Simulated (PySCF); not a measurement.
## Working out the ionisation energy of Sn⁺

Sn⁺ [Kr] 4d10 5s2 5p1 (2P) → Sn²⁺ [Kr] 4d10 5s2 (1S). Calculation: PySCF 2.14, in cc-pVDZ-PP with ECP28MDF (4s3p2d, 23 functions); a scalar-relativistic core potential. Frozen: 4s2 4p6 4d10. Energies in hartree (1 hartree = 27.21139 eV):

```tsv
part	Sn⁺ (lower)	Sn²⁺ (upper)
UHF	-213.082772	-212.578731
CCSD correlation	-0.039759	-0.032506
(T)	-0.000356	0.000000
```

Problem. What does Hartree-Fock give?

Solution. (-212.578731) − (-213.082772) = 0.504041 hartree = 13.716 eV.

Problem. What do CCSD and CCSD(T) give?

Solution. The CCSD correlation energies differ by 0.007253 hartree = 0.197 eV and the triples by 0.000356 hartree = 0.010 eV, so CCSD gives 13.913 eV and CCSD(T) 13.923 eV.

Measured between the centres of the two terms (NIST): 14.282 eV, so CCSD(T) (valence) is off by -0.359 eV.

A double-zeta basis recovers only part of the correlation energy.

What remains against the reference includes basis incompleteness, the frozen core and higher excitations.
